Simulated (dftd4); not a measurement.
cyclopentanone (C$_{5}$H$_{8}$O), singlet, geometry from GFN2-xTB; dftd4 with D4 for r2scan.

The dftd4 input:
```
$ dftd4 mol.xyz --func r2scan --charge 0 --json dftd4.json --noedisp --grad

# file mol.xyz
14

O      0.87537310     1.89876563    -0.35725549
C      0.37959572     0.82337841    -0.15491983
C      1.12822729    -0.48061669     0.02883662
C      0.06033799    -1.56791212    -0.04754620
C     -1.19163010    -0.88596563     0.50924683
C     -1.10303578     0.53525941    -0.03911772
H      1.92578836    -0.58504964    -0.70535867
H      1.59131385    -0.45285207     1.01834905
H      0.33028268    -2.46089812     0.51376258
H     -0.10497291    -1.85408406    -1.08762352
H     -1.14947978    -0.86694046     1.59958820
H     -2.10743946    -1.39392016     0.21152703
H     -1.52542668     0.59576747    -1.04523879
H     -1.60402156     1.28299175     0.57403985
```

What the program printed (banner, timings and long lists left out):

```
                    ____  _____ _____     ____  _  _
      -------------|  _ \|  ___|_   _|---|  _ \| || |------------
     |             | | | | |_    | | ___ | | | | || |_           |
     |             | |_| |  _|   | ||___|| |_| |__   _|          |
     |             |____/|_|     |_|     |____/   |_|            |
     |             ===================================           |
     |            E. Caldeweyher, S. Ehlert & S. Grimme          |
     |          Mulliken Center for Theoretical Chemistry        |
     |                    University of Bonn                     |
      -----------------------------------------------------------

Rational (Becke-Johnson) damping: r2scan-D4-ATM
---------------------
  s6         1.0000
  s8         0.6019
  s9         1.0000
  a1         0.5156
  a2         5.7734
 alp        16.0000
--------------------

Dispersion energy:      -2.7385894396121E-03 Eh

Gradient norm:           1.0577373269643E-04 Eh/a0
--------------------------------------------------
     #    Z           dE/dx      dE/dy      dE/dz
--------------------------------------------------
     1    8 O     2.766E-05  5.999E-05 -1.129E-05
     2    6 C     5.707E-06  1.238E-05 -2.329E-06
     3    6 C     3.181E-05 -1.289E-05  2.453E-06
     4    6 C     3.514E-06 -4.161E-05 -3.791E-06
     5    6 C    -3.253E-05 -2.133E-05  1.563E-05
     6    6 C    -3.084E-05  1.499E-05 -2.848E-06
     7    1 H     9.362E-06  1.228E-06 -2.602E-06
     8    1 H     6.381E-06  7.722E-07 -1.469E-06
     9    1 H     1.441E-06 -1.074E-05  1.268E-06
    10    1 H     6.195E-07 -6.679E-06  2.744E-06
    11    1 H    -5.724E-06 -4.394E-06 -6.604E-07
    12    1 H    -9.060E-06 -5.788E-06  1.841E-06
    13    1 H    -3.433E-06  5.623E-06  2.660E-07
    14    1 H    -4.904E-06  8.441E-06  7.823E-07
--------------------------------------------------

Virial:
--------------------------------------------------
      component           x          y          z
--------------------------------------------------
          x       3.829E-04  8.489E-05 -6.749E-05
          y       8.489E-05  5.409E-04 -7.712E-05
          z      -6.749E-05 -7.712E-05  1.933E-05
--------------------------------------------------

[Info] Dispersion results written to 'dftd4.txt'
[Info] JSON dump of results written to 'dftd4.json'
```
